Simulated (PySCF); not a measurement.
C2H7FGeOSi.
Geometry (GFN2-xTB, Å), atoms numbered from 1 in this order:
```
atom  x, y, z in Å
C1    -2.3174   -0.1635   -0.9866
C2    -1.9364    0.1036    0.2482
F3    -2.8755    0.3075    1.2120
Ge4   -0.1237    0.2534    0.9728
O5     0.9142   -0.0386   -0.3857
Si6    2.4344   -0.1595   -0.9557
H7    -3.3540   -0.2311   -1.2752
H8    -1.5630   -0.3222   -1.7363
H9     0.1715   -0.7963    2.0148
H10    0.1842    1.6292    1.5092
H11    2.2088   -0.5021   -2.3566
H12    3.1422   -1.2069   -0.2180
H13    3.1103    1.1271   -0.7831
```

PySCF, density fitting, gas phase, GFN2-xTB geometry. The standard run uses grid level 2 after a coarse-grid start, the def2-universal JK fitting basis (with tight functions added where the orbital basis needs them), an energy threshold of 1e-9 Eh and DIIS. The changed runs have no coarse-grid stage.

**Question.** Standard PBE0/def2-SVPD: E = -2620.808483 Eh, HOMO -7.882 eV, LUMO -0.326 eV, dipole 0.850 D, 12 cycles (coarse-grid cycles included). What changes at PBE0/def2-SVPD with: grid level 4, level shift 0.2 Eh?

**Answer.** E = -2620.808478 Eh (+0.005 mEh), HOMO -7.882 eV (0.000), LUMO -0.326 eV (0.000), dipole 0.850 D (0.000), 11 SCF cycles. The result matches the standard run within 0.02 mEh and 0.003 eV.

The cycles:
```
cycle   1  E = -2620.6487865581  dE = -1.543e-02  |g| = 9.172e-01  |ddm| = 4.706e+00
cycle   2  E = -2620.6146629938  dE =  3.412e-02  |g| = 1.072e+00  |ddm| = 2.300e+00
cycle   3  E = -2620.8022040365  dE = -1.875e-01  |g| = 1.710e-01  |ddm| = 8.926e-01
cycle   4  E = -2620.8081685353  dE = -5.964e-03  |g| = 3.437e-02  |ddm| = 2.632e-01
cycle   5  E = -2620.8084509734  dE = -2.824e-04  |g| = 1.064e-02  |ddm| = 7.488e-02
cycle   6  E = -2620.8084744107  dE = -2.344e-05  |g| = 4.201e-03  |ddm| = 2.711e-02
cycle   7  E = -2620.8084777554  dE = -3.345e-06  |g| = 1.670e-03  |ddm| = 7.846e-03
cycle   8  E = -2620.8084783303  dE = -5.749e-07  |g| = 3.293e-04  |ddm| = 3.147e-03
cycle   9  E = -2620.8084783721  dE = -4.175e-08  |g| = 9.502e-05  |ddm| = 1.029e-03
cycle  10  E = -2620.8084783772  dE = -5.166e-09  |g| = 2.981e-05  |ddm| = 3.905e-04
cycle  11  E = -2620.8084783779  dE = -7.140e-10  |g| = 1.501e-05  |ddm| = 1.324e-04
```
